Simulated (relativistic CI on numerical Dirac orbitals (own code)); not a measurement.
**Mo4+ (4d2) in a crystal field**

Calculated by Dirac-Coulomb-Breit CI, KLI orbitals optimised for each configuration, model QED, valence Slater integrals scaled by 0.75, one configuration in a parametric crystal field (own radial code).

Field parameters in Wybourne normalisation: Oh B⁴₀ = 21Dq, B⁴₄ = √(5/14) B⁴₀. The field is a parameter set, without covalency.

S is read from ⟨S²⟩ = S(S + 1).

Levels (cm⁻¹, degeneracy): 0 (2), 64 (3), 1221 (3), 1751 (1), 10053 (3), 10305 (2), 17796 (1), 18098 (3), 18451 (3), 18489 (2), 21490 (1), 26064 (1).

Task: Which field gives this pattern?
A. Oh, 10Dq = 36250 cm⁻¹
B. Oh, 10Dq = 30450 cm⁻¹
C. Oh, 10Dq = 13050 cm⁻¹
D. Oh, 10Dq = 18850 cm⁻¹

Result: D. Oh, 10Dq = 18850 cm⁻¹, ground level with S = 1.00.
